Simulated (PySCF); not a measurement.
Magnetic shielding above rings: a mixed set.

Probes without a nucleus sit at each ring's centroid and 1 Å off its mean plane on both sides; NICS is minus the shielding there, NICSzz its component along the normal. Level: GIAO PBE0/pcSseg-1 (PySCF, non-relativistic, gas phase) on the GFN2-xTB geometries, one conformer each. Atom numbers follow the mapped SMILES.

Question: Order these rings by mean NICS(1)zz, lowest (most negative) first (ppm).
A. ring C3–C4–C5–C6–O10 in `[CH2:1]=[CH:2][c:3]1[cH:4][cH:5][c:6]([C:7](=[O:8])[Cl:9])[o:10]1`
B. ring C2–C3–C4–N5–N6–N7 in `[CH3:1][c:2]1[cH:3][cH:4][n:5][n:6][n:7]1`
C. ring P3–C6–C7–C8–C9 in `[CH3:1][N:2]=[P:3]1([NH:4][CH3:5])[CH:6]=[CH:7][CH:8]=[CH:9]1`
D. ring C3–C4–N5–N6–N7 in `[CH2:1]=[CH:2][c:3]1[cH:4][n:5][n:6][nH:7]1`

Answer: D (-32.2), B (-27.6), A (-22.1), C (4.9).

```csv
SMILES,ring,NICS(0),NICS(1),NICS(1)zz,HOMA,rms pucker (Å),ring atoms with four or more neighbours
C=Cc1cnn[nH]1,5-membered ring with 3 N; formal bonds all aromatic,-12.3,-12.7,-32.2,0.95,0.00,0
Cc1ccnnn1,6-membered ring with 3 N; formal bonds all aromatic,-4.0,-11.4,-27.6,0.98,0.00,0
C=Cc1ccc(C(=O)Cl)o1,5-membered ring with O; formal bonds all aromatic,-10.0,-9.6,-22.1,0.60,0.00,0
CN=P1(NC)C=CC=C1,"5-membered ring with P; formal bonds 2 double, 3 single",1.8,-0.8,4.9,–,0.04,1
```

NICS(0) gives another order. The isotropic NICS(1) gives the same order. HOMA uses Krygowski's 1993 parameters; it is left out where a ring has a four-coordinate atom, a triple bond, no multiple bond or a kind of bond without parameters. NICS(1) and NICS(1)zz are means over the two faces.
